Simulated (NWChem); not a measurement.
Species: TaOCl3; SMILES [O]=[Ta]([Cl])([Cl])[Cl]

```xyz
5

Ta     0.0000     0.0000     0.1021
O      0.0000     0.0000     1.8251
Cl    -0.1654     2.2005    -0.5596
Cl    -1.8229    -1.2435    -0.5596
Cl     1.9884    -0.9570    -0.5596
```
Atoms are numbered in this order, from 1.

Level: PBE-D3(BJ)/def2-SVP with def2 effective core potentials on Ta (NWChem), optimised geometry, unscaled harmonic frequencies. def2 effective core potentials on Ta; no spin-orbit coupling.

```json
[
 {"frequency (cm⁻¹)": "98", "IR intensity (km/mol)": "0.8"},
 {"frequency (cm⁻¹)": "98", "IR intensity (km/mol)": "0.8"},
 {"frequency (cm⁻¹)": "113", "IR intensity (km/mol)": "1.5"},
 {"frequency (cm⁻¹)": "212", "IR intensity (km/mol)": "2.7"},
 {"frequency (cm⁻¹)": "212", "IR intensity (km/mol)": "2.7"},
 {"frequency (cm⁻¹)": "387", "IR intensity (km/mol)": "8.5"},
 {"frequency (cm⁻¹)": "408", "IR intensity (km/mol)": "66.9"},
 {"frequency (cm⁻¹)": "408", "IR intensity (km/mol)": "66.9"},
 {"frequency (cm⁻¹)": "980", "IR intensity (km/mol)": "102.0"}
]
```

The zero-point energy comes out as 4.2 kcal/mol. The thermal correction to the enthalpy at 298.15 K (with zero-point energy) is 9.2 kcal/mol, the heat capacity Cv comes out as 20.2 cal/(mol K) and the entropy at 298.15 K and 1 atm (symmetry number 3) is 87.4 cal/(mol K).

Rigid rotor and harmonic oscillator; modes under 100 cm⁻¹ make the entropy uncertain.
